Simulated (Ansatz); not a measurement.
C$_{3}$H$_{5}$F$_{3}$O (`CC(F)OC(F)F`), relaxed with RKS PBE0-D4/def2-TZVP in Ansatz 0.2.0 from a PBE-D4/def2-SVP geometry. The force threshold is 0.005 eV/Å; the program also tests the step.

The species carries charge 0 and has multiplicity 1.

Start:

```xyz
12

C    -1.738    0.261   -0.434
C    -0.371   -0.357   -0.289
F     0.094   -0.787   -1.529
O     0.509    0.618    0.218
C     1.744    0.141    0.610
F     2.518    1.213    0.851
F     1.626   -0.575    1.772
H    -2.437   -0.469   -0.883
H    -1.670    1.151   -1.090
H    -2.123    0.573    0.555
H    -0.370   -1.253    0.375
H     2.218   -0.516   -0.156
```

**Question.** By how much does the energy fall, and how many steps does the optimiser take? (An estimate is asked.)

**Answer.** The calculation gave: 5.00 kJ/mol, in 4 steps.

**Question.** Which bonds change most? (An estimate is asked.)

**Answer.** Computed: C5–H12 from 1.115 to 1.094 Å; C2–H11 from 1.115 to 1.095 Å; C1–H9 from 1.107 to 1.091 Å; C1–H10 from 1.107 to 1.090 Å.

**Question.** Give the relaxed structure. (Best estimate.)

**Answer.** Computed: 
```xyz
12

C    -1.725    0.262   -0.432
C    -0.372   -0.358   -0.280
F     0.090   -0.783   -1.511
O     0.505    0.606    0.215
C     1.728    0.137    0.600
F     2.492    1.202    0.846
F     1.621   -0.569    1.752
H    -2.412   -0.460   -0.873
H    -1.655    1.138   -1.079
H    -2.104    0.568    0.544
H    -0.375   -1.241    0.367
H     2.206   -0.502   -0.149
```
